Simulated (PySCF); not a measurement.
Species: C4H5ClO2.
Atom-mapped SMILES: `[CH2:1]=[C:2]([O:3][CH3:4])[C:5](=[O:6])[Cl:7]` (hydrogens: H8, H9 on C1; H10, H11, H12 on C4)

Level of theory: TDDFT CAM-B3LYP/def2-SVPD, vertical, gas phase, core orbitals frozen in the response (PySCF). One conformer (not necessarily the lowest) at the GFN2-xTB geometry, without solvent, vibrations or thermal averaging. Torsions of this conformer, `[CH2:1]=[C:2]([O:3][CH3:4])[C:5](=[O:6])[Cl:7]`: C1–C2–O3–C4 0°, C1–C2–C5–O6 0°.

Computed states:

```csv
state,E (eV),f
S1,4.59,0.0001
S2,5.10,0.141
S3,5.92,0.0004
S4,6.48,0.053
S5,7.06,0.043
S6,7.41,0.0001
S7,7.45,0.0022
S8,7.72,0.170
```

Broadening: Gaussians 0.25 eV wide at half height, area fixed by f = 4.319×10⁻⁹ ∫ε dν̃. The cross-section is σ = 3.8235×10⁻²¹ ε cm², given in Mb (10⁻¹⁸ cm²). The width is an assumption, not a result. The curve ends short of the highest state used, and states not computed would add to its high-energy end.

Problem. Give the broadened spectrum and its maxima.

Solution. 
```tsv
λ (nm)	σ (Mb)
174.1	15.15
176.3	17.05
178.5	9.74
180.7	3.00
182.8	0.92
185.0	2.45
187.2	8.62
189.4	17.74
191.5	21.66
193.7	16.55
195.9	8.00
198.1	2.52
200.2	0.58
202.4	0.11
204.6	0.08
206.8	0.14
208.9	0.17
211.1	0.15
213.3	0.10
215.5	0.05
217.6	0.02
219.8	0.01
222.0	0.00
224.2	0.02
226.3	0.10
228.5	0.54
230.7	2.13
232.9	6.49
235.1	15.52
237.2	28.78
239.4	44.39
241.6	55.66
243.8	57.36
245.9	49.64
248.1	35.91
250.3	21.99
252.5	11.49
254.6	5.38
256.8	2.11
259.0	0.73
261.2	0.23
263.3	0.07
265.5	0.03
267.7	0.02
269.9	0.02
272.0	0.02
274.2	0.02
276.4	0.01
278.6	0.01
280.7	0.01
282.9	0.00
285.1	0.00
287.3	0.00
289.4	0.00
291.6	0.00
293.8	0.00
```

Maxima: 243 nm (5.10 eV), ε about 15000, made up of S2 (100%); 209 nm (5.92 eV), ε about 45, made up of S3 (100%); 191 nm (6.48 eV), ε about 5700, made up of S4 (100%); 176 nm (7.06 eV), ε about 4600, made up of S5 (100%) (ε in L mol⁻¹ cm⁻¹; maxima over ε = 5, shares over 10%).

Problem. Does any computed singlet lie in the visible range?

Solution. No computed singlet lies in the visible range (380 to 750 nm); the lowest, at 270 nm, stands 1.33 eV above its violet end (3.26 eV); a Tamm–Dancoff triplet lies at 389 nm, without intensity as long as spin–orbit coupling is left out.

Problem. What would ε be at 5.10 eV, the highest of these maxima, with half the width (0.125 eV)?

Solution. About 30300 L mol⁻¹ cm⁻¹ against 15200, a factor of about 2.00; a lone state at its own centre would give exactly 2.

Problem. Coming from long wavelengths, where does ε first pass 100 L mol⁻¹ cm⁻¹?

Solution. At about 260 nm (4.77 eV), 0.17 eV above S1.

Hardware: an Intel Xeon at 2.50 GHz with one thread, shared host. Cost: 2.4 min wall, 76 s CPU, 0.85 GiB resident at most.
